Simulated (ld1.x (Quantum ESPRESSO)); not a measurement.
# bismuth: what ld1.x (Quantum ESPRESSO) 7.5 does with a changed input

Command:

```bash
ld1.x < Bi.in > Bi.out
```

Input:

```
&input
   title='Bi', zed=83., rel=1, dft='PZ', iswitch=3,
   config='[Ne] 4f14 5d10 6s2 6p3',
   nld=3, rlderiv=3.05, eminld=-4.0, emaxld=5.0, deld=0.02
 /
 &inputp
   pseudotype=3, tm=.true., lloc=-1, rcloc=2.35,
   nlcc=.true., rcore=1.10,
   which_augfun='PSQ', rmatch_augfun_nc=.true.,
   file_pseudopw='Bi.UPF', file_wfcaegen='ae.wfc', file_wfcncgen='nc.wfc', file_beta='beta', file_chi='chi', file_wfcusgen='us.wfc'
 /
6
6S  1  0   2.00   0.00  1.60  2.05  0.0
6S  1  0   0.00  -0.15  1.60  2.05  0.0
6P  2  1   3.00   0.00  2.35  2.80  0.0
6P  2  1   0.00   0.85  2.35  2.80  0.0
5D  3  2  10.00   0.00  2.15  2.25  0.0
5D  3  2   0.00  -0.90  2.15  2.25  0.0
 &test
   configts(1)='5d10 6s2 6p3'
 /
```

This is an input that runs to its end, with one change: core typed as [Ne] in place of [Xe].

Problem. How does the run end?

Solution. The program stops during the generation: "compute_chi: chi too large beyond r_c".

```
     Ekin =   39850.804935 Ry,   19925.402468 Ha,  542197.822651 eV
     Encl =  -79355.144121 Ry,  -39677.572060 Ha,-1079681.738639 eV
     Eh   =    5427.202362 Ry,    2713.601181 Ha,   73840.849860 eV
     Exc  =    -437.591553 Ry,    -218.795776 Ha,   -5953.736381 eV

     normalization and overlap integrals

     s(1S/1S) =  1.000000  <r> =   0.0158  <r2> =    0.0003  r(max) =   0.0096
     s(2S/2S) =  1.000000  <r> =   0.0657  <r2> =    0.0051  r(max) =   0.0561
     s(2P/2P) =  1.000000  <r> =   0.0596  <r2> =    0.0043  r(max) =   0.0465
     s(4F/4F) =  1.000000  <r> =   0.2693  <r2> =    0.0815  r(max) =   0.2331
     s(5D/5D) =  1.000000  <r> =   0.5457  <r2> =    0.3365  r(max) =   0.5591
     s(6S/6S) =  1.000000  <r> =   0.8272  <r2> =    0.7611  r(max) =   0.8769
     s(6P/6P) =  1.000000  <r> =   0.8542  <r2> =    0.8137  r(max) =   0.9104

     ------------------------ End of All-electron run ------------------------

     --------------------- Generating US pseudopotential ---------------------

      Generating local potential from pseudized AE potential:
      Matching radius rcloc =   2.3500

      Local pseudo, rcloc= 2.354 Estimated cut-off energy=     4.01 Ry

      Computing core charge for nlcc:

       r > 1.11 : true rho core
       r < 1.11 : rho core = a sin(br)/r    a=   0.00  b=   2.70

      Integrated core pseudo-charge :   0.00
      Wfc-us  6S rcutus= 2.026  Estimated cut-off energy=    16.71 Ry
      Wfc-us  6S rcutus= 2.026  Estimated cut-off energy=    23.80 Ry
      l=   0 integral=    0.000115841 r(ikk)     2.505928670

 %%%%%%%%%%%%%%%%%%%%%%%%%%%%%%%%%%%%%%%%%%%%%%%%%%%%%%%%%%%%%%%%%%%%%%%%%%%%%%
     Error in routine compute_chi (1):
     chi too large beyond r_c
 %%%%%%%%%%%%%%%%%%%%%%%%%%%%%%%%%%%%%%%%%%%%%%%%%%%%%%%%%%%%%%%%%%%%%%%%%%%%%%

     stopping ...
```
